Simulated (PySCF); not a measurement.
C8H11 (doublet state).
Z-matrix (Å and degrees, GFN2-xTB geometry), rows numbered from 1:
```
C 
C   1  1.4908
C   2  1.3597  1  125.16
C   3  1.4093  2  121.43  1   177.42
C   4  1.4026  3  121.85  2   177.92
C   5  1.3565  4  121.44  3   -11.30
C   6  1.4925  5  120.04  4    -3.11
C   3  1.5097  2  121.84  1     1.68
H   1  1.0865  2  110.68  3  -171.09
H   1  1.0925  2  110.89  3    69.05
H   1  1.0902  2  111.09  3   -50.39
H   2  1.0809  1  116.72  3  -179.41
H   4  1.0795  3  118.67  2    -3.24
H   5  1.0814  4  118.55  3   170.56
H   6  1.0787  5  121.42  4  -178.28
H   7  1.0986  6  108.42  5   -87.97
H   7  1.0924  6  110.76  5   154.81
H   8  1.0958  3  107.75  2    91.03
H   8  1.0898  3  110.71  2   -26.53
```

The hyperfine couplings belong to this conformer and change with its torsions.

The species is `C[CH]C1=CC=CCC1` [radical].

Method: UKS B3LYP, pcH-1 on C H, non-relativistic, mean-field spin-orbit, GIAO (PySCF). One conformer (not necessarily the lowest) at the GFN2-xTB geometry, without solvent, vibrations or thermal averaging. The geometry wasn't refined by DFT: couplings that depend on bond lengths, twists or pyramidal angles can differ widely from those at the functional's own minimum. Stability of the SCF solution: not tested. ⟨S²⟩ is 0.790 where a pure state has 0.75.

(1) Break the g tensor into its mass correction, gauge correction and orbital-Zeeman/spin–orbit terms.

(2) What are the electron Larmor frequencies g μB B/h along the three axes at 330 mT?

(3) At 9.333 GHz, how far is the centre of the isotropic spectrum from where a free electron (g = 2.002319) resonates?

(4) In a frozen sample, at which fields do the three g values resonate at 9.5, 34, 94 and 263 GHz (hyperfine left aside), and which band first spreads them over more than twice a line width of 1.0 mT?

## Answers

(1) 
```tsv
Δg (ppm)	1	2	3
relativistic mass correction	-143	-143	-143
gauge correction	0	33	22
orbital Zeeman/spin–orbit	16	526	724
total	-127	416	603
```

So g = 2.00219, 2.00274, 2.00292 and g_iso = 2.00262; the tensor is rhombic: the two nearest values differ by 26 % of g3 − g1. Axes: g2 points within 4° of the C3–C4 bond.

(2) 9.2476, 9.2502, 9.2510 GHz for g1, g2 and g3, a range of 3.4 MHz.

(3) B = hν/(g μB) with μB/h = 13.99624 MHz/mT gives 333.02 mT for the free electron and 332.98 mT at g_iso, 0.05 mT lower.

(4) 
```
band    GHz  B(g3) mT  B(g2) mT  B(g1) mT  spread mT
   X    9.5    338.88    338.91    339.01       0.12
   Q   34.0   1212.84   1212.95   1213.28       0.44
   W   94.0   3353.14   3353.46   3354.37       1.22
   J  263.0   9381.67   9382.55   9385.09       3.42
```

The spread grows in proportion to the frequency. J band is the first where it exceeds 2.0 mT.

Largest spin populations (Mulliken): C4 (+0.55), C6 (+0.50), C2 (+0.44) and C5 (-0.23). Three atoms exceed +0.15. The angles at C4 add up to 360.0°, so it is planar.

The HOMO–LUMO gaps are 4.61 eV among the α and 4.35 eV among the β orbitals.

The SMILES draws the unpaired electron on C2; the largest computed Mulliken spin population is on C4 (0.55 against 0.44).
